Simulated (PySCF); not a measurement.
Spectra and structures to be paired. Level of theory: TDDFT PBE0/def2-SVPD, vertical, gas phase, core orbitals frozen in the response (PySCF 2.14.0, density-fitted response routines). Geometries: GFN2-xTB; one conformer of each isolated species. Triplets are in the Tamm–Dancoff approximation. Ions are computed without counter-ions or solvent.

A. `C=C(Cl)/C(Cl)=C\C(=O)[O-]`
B. `CCS(=O)(=O)[C@@H](C)F`
C. `N#CC#CN=C=S`

Lowest singlet levels (six at most, fewer where fewer were computed) with oscillator strengths:

1. 7.43 eV (f 0.032); 7.54 eV (f 0.034); 8.05 eV (f 0.015); 8.13 eV (f 0.003); 8.24 eV (f 0.031); 8.28 eV (f 0.018); T1 6.88 eV
2. 3.66 eV (f 0.000); 3.83 eV (f 0.000); 3.84 eV (f 0.000); 5.52 eV (f 0.000); 5.77 eV (f 0.001 summed over 2 states); 6.24 eV (f 2.934) [of 8 roots; the last level is left out, as the window may have cut its degenerate partner]; T1 3.07 eV
3. 3.89 eV (f 0.002); 4.02 eV (f 0.068); 4.47 eV (f 0.002); 4.55 eV (f 0.006); 4.93 eV (f 0.078); 5.38 eV (f 0.083); T1 2.99 eV

Problem. Match each spectrum to its molecule.

Solution. 1 = B, 2 = C, 3 = A.
- A: S1 at 3.89 eV, HOMO-1→LUMO (95%); Löwdin shares by element: HOMO oxygen 62%, carbon 18% or more (atoms not listed hold the other 20%); LUMO carbon 72% or more (atoms not listed hold the other 28%); HOMO -2.51 and LUMO 2.40 eV.
- B: S1 at 7.43 eV, HOMO→LUMO+1 (84%), HOMO→LUMO (10%); Löwdin shares by element: HOMO oxygen 44%, carbon 14% or more, sulfur 13% (atoms not listed hold the other 30%); LUMO sulfur 22%, hydrogen 20% or more, carbon 9% or more (atoms not listed hold the other 49%); HOMO -8.32 and LUMO 0.31 eV.
- C: S1 at 3.66 eV, HOMO→LUMO (73%), HOMO-1→LUMO+1 (26%); Löwdin shares by element: HOMO carbon 32% or more, sulfur 28%, nitrogen 13% or more (atoms not listed hold the other 27%); LUMO carbon 35% or more, sulfur 23%, nitrogen 13% or more (atoms not listed hold the other 29%); HOMO -7.94 and LUMO -2.72 eV.
